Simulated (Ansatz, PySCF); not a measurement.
Molecule: sum formula SOF, net charge 0, doublet state. It need not be the lowest isomer of its formula. SMILES: O=[S]F
Structure (B3LYP-D3(BJ)/def2-TZVP (Ansatz, an electronic-structure program) minimum search):
```xyz
3

O     -1.2135    -0.4937     0.0699
S     -0.1129     0.4581    -0.0167
F      1.2793    -0.3756    -0.0325
```
Charge 0, spin multiplicity 2.

Property: atomisation energy (electronic, to ground-state atoms), in kJ/mol. Cores are frozen in the correlated levels unless marked. Open shells are spin-unrestricted. No spin-orbit coupling. Non-relativistic. The coupled-cluster limit lacks core correlation, which all-electron functionals hold. Basis-set limits of correlation are two-point, X^-3; Hartree-Fock from the larger set. The bracket is a focal-point correction in the basis named.

| level | program | atomisation energy (kJ/mol) |
|---|---|---|
| HF/6-31G* | Ansatz | 317.0 |
| HF/aug-cc-pV(D+d)Z | Ansatz | 353.4 |
| HF/aug-cc-pV(T+d)Z | Ansatz | 400.0 |
| HF/aug-cc-pV(Q+d)Z | Ansatz | 405.8 |
| M06-L/def2-TZVPD | PySCF | 890.2 |
| BHLYP-D3(BJ)/def2-TZVPD | Ansatz + dftd3 | 771.2 |
| BHLYP/def2-TZVPD | Ansatz | 766.7 |
| r2SCAN0/def2-TZVPD | Ansatz | 838.6 |
| MN15-D3(BJ)/def2-TZVPD | PySCF + dftd3 | 903.8 |
| HSE06-D3(BJ)/def2-TZVPD | Ansatz + dftd3 | 890.0 |
| HSE06-D4/def2-TZVPD | Ansatz + dftd4 | 890.8 |
| B2GP-PLYP/def2-TZVPD | Ansatz | 865.8 |
| RPA@PBE/cc-pV(T+d)Z | Ansatz | 758.7 |
| RI-MP2/CBS(cc-pV(T+d)Z,cc-pV(Q+d)Z)+[CCSD(T)-MP2]/cc-pV(Q+d)Z | Ansatz | 882.8 |
| CCSD(T)/CBS(cc-pV(T+d)Z,cc-pV(Q+d)Z) | Ansatz | 882.8 |
